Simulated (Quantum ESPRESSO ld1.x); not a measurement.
Ta XLVII, 27 electrons, occupied as [Ar] 3d9. Method: scalar-relativistic Kohn-Sham, LDA (Slater exchange, Perdew-Zunger correlation), spin-polarised, spherical densities, point nucleus; open shells are filled with parallel spins first; computed with ld1.x of Quantum ESPRESSO 7.5.

Unscreened Slater integrals over Kohn-Sham orbitals (hartree). They are taken over the spin-up orbitals.

integral     value
F0(3d,3d)   5.0788
F2(3d,3d)   2.6050
F4(3d,3d)   1.6800
F0(3d,3p)   4.7322
F2(3d,3p)   2.2773
G1(3d,3p)   2.4675
G3(3d,3p)   1.6383
F0(3d,3s)   4.7101
G2(3d,3s)   1.9143
F0(3d,2p)   6.4748
F2(3d,2p)   1.9012
G1(3d,2p)   1.7557
G3(3d,2p)   1.0100
F0(3p,3p)   4.5297
F2(3p,3p)   2.2713
F0(3p,3s)   4.5052
G1(3p,3s)   2.9411
F0(3p,2p)   6.0259
F2(3p,2p)   1.4898
G0(3p,2p)  0.59445
G2(3p,2p)  0.65187
F0(3s,3s)   4.4907
F0(3s,2p)   5.8939
G1(3s,2p)  0.59031
F0(2p,2p)   12.957
F2(2p,2p)   6.1200

Derived for the open shells (J is the average intra-shell exchange parameter used in DFT+U). 3d: Racah B = F2/49 - 5 F4/441 = 0.03411 hartree, C = 35 F4/441 = 0.1333 hartree, C/B = 3.91, F4/F2 = 0.645, J = (F2 + F4)/14 = 0.3061 hartree.
